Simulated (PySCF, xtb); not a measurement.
F3Ge, SMILES [F][Ge]([F])[F] (connectivity only; charge and spin as stated), charge +1, multiplicity 1.

xtb with GFN2-xTB at its own geometry gives an orbital gap of 4.07 eV.

Coordinates come from a B3LYP-D3(BJ)/def2-SVP optimisation. The spin state was assumed, not searched. The isomer is the one that the SMILES or the coordinates give; other isomers of the formula were not compared.

Q: What does PBE/def2-TZVPD (PySCF) give? (An estimate is asked for; the answer gives what the named calculation found.)

A: gap 5.63 eV (levels -17.75 and -12.13 eV).
